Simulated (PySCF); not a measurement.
Exercise with solution: dipole moment from atomic charges

WO2FCl, SMILES [O]=[W](=[O])([F])[Cl], multiplicity 1. Atoms are numbered in the order given.

```xyz
5

W      0.0283    -0.1983     0.0000
O      0.9374    -0.6674    -1.3622
O      0.9374    -0.6674     1.3622
F     -1.6036    -1.1054     0.0000
Cl    -0.1566     2.0764     0.0000
```

Coordinates come from a B3LYP-D3(BJ)/def2-SVP optimisation. The spin state was assumed, not searched. The structure was generated by enumeration; whether it is a known compound was not checked. The def2 effective core potentials stand for the cores of W; spin–orbit coupling is left out.

Charges (e) from HF/def2-TZVP (PySCF):

| atom | Mulliken | ESP fit |
|---|---|---|
| W1 | 2.020 | 1.424 |
| O2 | -0.584 | -0.477 |
| O3 | -0.584 | -0.477 |
| F4 | -0.483 | -0.292 |
| Cl5 | -0.369 | -0.178 |

The dipole moment of the full density is 2.30 D.

### Question
What dipole moment does each set of point charges give, and which comes closer to that of the density?

### Answer

μ = Σ q r, and 1 e Å = 4.8032 D.
Mulliken: Σ q r = (-0.205, 0.147, 0.000) e Å, |μ| = 1.21 D.
ESP fit: Σ q r = (-0.358, 0.307, 0.000) e Å, |μ| = 2.27 D.
ESP fit comes closer in size. Point charges leave out the atoms' own dipoles (lone pairs, polarised bonds); fits to the potential absorb them, partitions of the density don't.
